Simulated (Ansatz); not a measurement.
Reaction (ligand exchange at a B–O bond): `B[SiH2]OBF` + `C[NH][GeH3]` → `C[N]([GeH3])BF` + `B[SiH2]O`

Gas-phase electronic energies from Ansatz, PBE0-D4/def2-TZVP geometries. CCSD(T)/CBS adds triple-zeta CCSD(T) − MP2 to the extrapolated MP2 energy (def2 sets, frozen cores). DFT in def2-TZVPP. B3LYP here is the variant with VWN-RPA as its local correlation; programs differ in this. HSE06 is defined as in plane-wave codes. For Ge outer-core shells are correlated without core-valence functions, which leaves a few kJ/mol of doubt a bond. Scalar relativity is left out up to krypton. One conformer a species, not always the lowest.

| level | ΔE (kcal/mol) | difference from CCSD(T)/CBS |
| --- | --- | --- |
| LDA (SPW92) | -0.3 | -2.0 |
| PBE-D4 | 0.9 | -0.8 |
| revPBE-D4 | 0.8 | -0.9 |
| BLYP-D4 | 1.9 | 0.2 |
| r2SCAN-D4 | 1.8 | 0.1 |
| B97M-V | 2.8 | 1.1 |
| PBE0-D4 | 1.5 | -0.2 |
| B3LYP-D4 | 2.3 | 0.6 |
| r2SCANh-D4 | 2.0 | 0.3 |
| HSE06-D4 | 1.5 | -0.2 |
| BHLYP-D4 | 3.1 | 1.4 |
| CAM-B3LYP-D4 | 2.6 | 0.9 |
| ωB97X-V | 2.2 | 0.5 |
| ωB97M-V | 1.8 | 0.1 |
| B2PLYP | 2.6 | 0.9 |
| PBE-QIDH | 1.8 | 0.1 |
| PBE | 1.4 | -0.3 |
| revPBE | 2.3 | 0.6 |
| BLYP | 3.1 | 1.4 |
| r2SCAN | 2.0 | 0.3 |
| B3LYP | 3.3 | 1.6 |
| r2SCANh | 2.1 | 0.4 |
| r2SCAN0 | 2.3 | 0.6 |
| HSE06 | 2.0 | 0.3 |
| CAM-B3LYP | 3.1 | 1.4 |
| LC-ωPBE | 2.2 | 0.5 |
| RPA@PBE/def2-TZVPP | 1.4 | -0.3 |
| HF/def2-SVP | 6.9 | 5.2 |
| MP2/def2-SVP | 3.5 | 1.8 |
| CCSD/def2-SVP | 4.1 | 2.4 |
| CCSD(T)/def2-SVP | 3.7 | 2.0 |
| HF/def2-TZVPP | 6.2 | 4.5 |
| MP2/def2-TZVPP | 1.0 | -0.7 |
| CCSD/def2-TZVPP | 2.1 | 0.4 |
| CCSD(T)/def2-TZVPP | 1.4 | -0.3 |
| HF/def2-QZVPP | 6.5 | 4.8 |
| MP2/def2-QZVPP | 1.2 | -0.5 |
| SCS-MP2/def2-QZVPP | 2.1 | 0.4 |
| MP2/CBS(def2) | 1.3 | -0.4 |
| CCSD/CBS(def2) | 2.3 | 0.6 |
| CCSD(T)/CBS | 1.7 | 0 |

Task: What do rigid-rotor, harmonic-oscillator terms from PBE0-D4/def2-TZVP frequencies (298.15 K, 1 bar) make of the CCSD(T)/CBS value? (Estimate.)

Result: Computed: ΔZPE = -0.2 kcal/mol, ΔH = +1.5 kcal/mol, ΔS = -8 J/(mol·K), ΔG = +2.0 kcal/mol.

Largest T1 diagnostic among the species: 0.013.

The D4 term adds −0.9 kcal/mol with B3LYP and −0.5 kcal/mol with PBE0; it sums over pairs of atoms, weighted by their polarisabilities, and B3LYP, whose exchange is more repulsive, gets the larger term. In def2-TZVPP, CCSD(T) changes the Hartree–Fock value by −4.7 kcal/mol (the triples alone add −0.6 kcal/mol) and MP2 by −5.2 kcal/mol.
